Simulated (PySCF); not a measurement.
Telling isomers of C₆H₉N₃S apart by NMR

Computed data (PySCF 2.14): GIAO PBE0/pcSseg-1 shieldings, geometry from PBE0-D3(BJ)/def2-SVP. One computed conformer, gas phase, non-relativistic, rapidly exchanging positions averaged.

References, each an isolated molecule treated in the same way: ¹H and ¹³C vs TMS. Where no couplings were computed, multiplicities follow the n + 1 count of equivalent neighbours, and m marks all less simple cases (inequivalent or close neighbours, rings, F or P nearby). Shifts are as computed. Against solution values, carbons near 30 ppm lie about +2 ppm off and those near 130 ppm about +5 ppm; carbons on S a further +3 ppm (rms about the fit 1.9 ppm; single classes can miss by 10 ppm). Of 1328 compounds with measured shifts, 309 miss one by over three times the rms of a fit or turn the order of signals round; such compounds aren't used in these exercises. Signals without a measured value on file couldn't be tested in this way; 1H shifts scatter by 0.2 ppm about their fit, and single ones miss by 0.5 ppm.

(1) Tabulate the signals of `CCc1cc(SC)nnn1`, `C=Cn1nc(C)c(SC)n1` and their relative energies.

(2) What is the quickest way to tell CCc1cc(SC)nnn1 from C=Cn1nc(C)c(SC)n1?

## Answers

(1) 
```tsv
SMILES	carbon types	δC	δH	E rel. (kcal/mol)
CCc1cc(SC)nnn1	2×C 1×CH 1×CH2 2×CH3	169.7, 163.7, 117.1, 33.5, 17.2, 16.5	6.74 (s, 1H), 2.67 (s, 3H), 2.60 (q, 2H), 1.50 (t, 3H)	10.4
C=Cn1nc(C)c(SC)n1	2×C 1×CH 1×CH2 2×CH3	151.3, 144.3, 139.5, 104.5, 17.8, 11.5	7.00 (m, 1H), 5.98 (m, 1H), 4.96 (m, 1H), 2.49 (s, 3H), 2.25 (s, 3H)	0.0
```

Energies are electronic energies at PBE0/pcSseg-1 on these geometries, without zero-point or thermal terms, each for the one conformer computed, which needn't be the lowest.

(2) Both give the same number of carbon signals, with the same numbers of each carbon type, so the positions decide. The first has an sp3 CH2 on an aromatic ring at 33.5 ppm, the second a terminal =CH2 carbon at 104.5 ppm. Their most deshielded carbons lie at 169.7 and 151.3 ppm.
